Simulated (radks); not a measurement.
Task: The table gives one normalised radial function P(r) = r R(r) of Li2+ in 1s1 (r in bohr). All-electron calculation, non-relativistic Kohn-Sham, exchange-only PBE, spin-polarised, spherical densities, point nucleus; open shells are filled with parallel spins first. Program: a radial shooting solver on a logarithmic mesh with Libxc functionals.

r	P
0.02649	0.2558
0.02846	0.2733
0.03083	0.2939
0.03314	0.3137
0.0359	0.3370
0.03858	0.3592
0.04179	0.3853
0.04491	0.4101
0.04865	0.4393
0.05228	0.4669
0.05664	0.4991
0.06086	0.5295
0.06593	0.5648
0.07085	0.5979
0.07676	0.6362
0.08249	0.6719
0.08864	0.7086
0.09603	0.7505
0.1032	0.7892
0.1118	0.8328
0.1201	0.8725
0.1301	0.9168
0.1399	0.9565
0.1515	1.0001
0.1628	1.0384
0.1764	1.0794
0.1895	1.1145
0.2053	1.1508
0.2207	1.1804
0.239	1.2094
0.2569	1.2312
0.2783	1.2501
0.2991	1.2615
0.324	1.2675
0.3482	1.2662
0.3771	1.2569
0.4053	1.2409
0.4356	1.2176
0.4718	1.1830
0.5071	1.1440
0.5493	1.0923
0.5903	1.0387
0.6395	0.9720
0.6872	0.9065
0.7444	0.8290
0.8	0.7561
0.8667	0.6733
0.9314	0.5985
1.009	0.5169
1.084	0.4461
1.175	0.3717
1.262	0.3098
1.367	0.2476
1.469	0.1981
1.592	0.1507
1.711	0.1150
1.853	0.0826
1.991	0.0596

Which n and l does it have? It may be an empty orbital.

Result: n = 1, l = 0: the number of nodes gives n - l - 1 = 0, the rise at small r (about r^(l+1)) gives l, and the extent must fit the shell. The curve is that of 1s up; the table hardly tells the two spins apart. 1s up: eigenvalue -103.41 eV, 0 radial nodes, <r> = 0.505 bohr, 90 % of the charge inside 0.901 bohr.
